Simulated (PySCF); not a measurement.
# The 9-electron isoelectronic series, spin-free X2C

All values are computed (PySCF 2.14, energy differences of UHF-based or UKS calculations, no spin-orbit coupling). Each ion has its own even-tempered basis scaled to its charge (18s13p5d5f4g for the first); frozen: nothing. Ionisation energies in eV, correlation energies of the ion in mhartree.

| ion | configuration | UHF | LDA | PBE | PBE0 | r2SCAN | MP2 (all electrons) | E_corr MP2 | NIST (with spin-orbit, Breit and QED) |
| --- | --- | --- | --- | --- | --- | --- | --- | --- | --- |
| W⁶⁵⁺ | [He] 2s2 2p5 (2P) | 16375.7 | 16369.2 | 16374.4 | 16375.2 | 16380.4 | 16377.6 | -396.7 | 15896 ± 11 (s) |
| Re⁶⁶⁺ | [He] 2s2 2p5 (2P) | 16880.9 | 16874.2 | 16879.5 | 16880.4 | 16885.7 | 16882.8 | -398.8 | 16410 ± 40 (t) |
| Os⁶⁷⁺ | [He] 2s2 2p5 (2P) | 17394.7 | 17387.9 | 17393.3 | 17394.1 | 17399.6 | 17396.6 | -401.3 | 16900 ± 40 (t) |
| Ir⁶⁸⁺ | [He] 2s2 2p5 (2P) | 17917.2 | 17910.2 | 17915.8 | 17916.6 | 17922.2 | 17919.1 | -403.5 | 17390 ± 50 (t) |
| Pt⁶⁹⁺ | [He] 2s2 2p5 (2P) | 18448.5 | 18441.3 | 18447.0 | 18447.8 | 18453.5 | 18450.4 | -405.9 | 17890 ± 50 (t) |
| Au⁷⁰⁺ | [He] 2s2 2p5 (2P) | 18988.5 | 18981.2 | 18987.0 | 18987.9 | 18993.7 | 18990.4 | -408.6 | 18400 ± 60 (t) |
| Hg⁷¹⁺ | [He] 2s2 2p5 (2P) | 19537.5 | 19530.0 | 19536.0 | 19536.8 | 19542.7 | 19539.4 | -411.1 | 18910 ± 60 (t) |
| Tl⁷²⁺ | [He] 2s2 2p5 (2P) | 20095.4 | 20087.8 | 20093.9 | 20094.8 | 20100.7 | 20097.4 | -413.6 | 19440 ± 70 (t) |
| Pb⁷³⁺ | [He] 2s2 2p5 (2P) | 20662.4 | 20654.6 | 20660.8 | 20661.7 | 20667.8 | 20664.3 | -416.6 | 19970 ± 90 (t) |
| Bi⁷⁴⁺ | [He] 2s2 2p5 (2P) | 21238.5 | 21230.5 | 21236.9 | 21237.7 | 21243.9 | 21240.4 | -419.3 | 20500 ± 90 (t) |

Each ion has its own basis, which adds noise of up to about 0.1 % along the series.

NIST values marked (s) are semi-empirical, (t) theoretical. Open shells are high-spin determinants of the terms that Hund's rules give.

Spin-orbit coupling of the open shells is absent from the calculated values and included in NIST's; it grows fast with Z.

At high Z the X2C-1e correlation energies are inflated by the missing two-electron picture change in the 1s pairs.
